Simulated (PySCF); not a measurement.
Electron correlation in O⁺ (oxygen, charge +1)

[He] 2s2 2p3, high-spin 4S determinant. Calculation: PySCF 2.14, in def2-SVP; the non-relativistic Hamiltonian (point nucleus). Frozen: 1s2; 5 electrons correlated.

MP2 pair energies summed by pair of shells (mhartree):

```tsv
pair	energy	share (%)
2s-2p	-45.31	65.7
2p-2p	-16.53	24.0
2s-2s	-7.10	10.3
```

Total MP2 correlation energy: -68.93 mhartree.

Same-spin part -19.30 and opposite-spin part -49.63 mhartree; SCS-MP2 scales them by 1/3 and 6/5 to -65.99 mhartree.

```
  level  correlation energy (mhartree)
   CCSD                         -83.87
    (T)                          -0.57
CCSD(T)                         -84.44
```

Diagnostics: T1 = 0.0038, D1 = 0.0069, largest double amplitude 0.036.

Cost of the coupled-cluster step: 0.09 s of wall time on 1 thread of AMD EPYC 7B13 (shared host), for 5 correlated electrons.
